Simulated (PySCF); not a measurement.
C₅H₅F, SMILES C=C=C/C=C/F. Geometry: PBE-D3(BJ)/def2-SVP. The structure was generated by enumeration; whether it is a known compound was not checked. One conformer was computed; it need not be the lowest.

Problem. Give the equilibrium geometry at PBE-D3(BJ)/def2-SVP (PySCF confirms it by a frequency run) as Cartesian coordinates in Å, and its point group. (An estimate is asked for; the answer gives what the named calculation found.)

Solution. One answer among several that fit: point group Cs.
```xyz
11

C     -0.7726     2.6609     0.0000
C      0.1308     1.7052     0.0000
C      1.0433     0.7400     0.0000
C      0.8060    -0.7076     0.0000
C     -0.4059    -1.2983     0.0000
F     -0.5438    -2.6325     0.0000
H     -1.1695     3.0838     0.9410
H     -1.1695     3.0838    -0.9410
H      2.1040     1.0512     0.0000
H      1.6904    -1.3640     0.0000
H     -1.3712    -0.7637     0.0000
```
Charge 0, spin multiplicity 1.
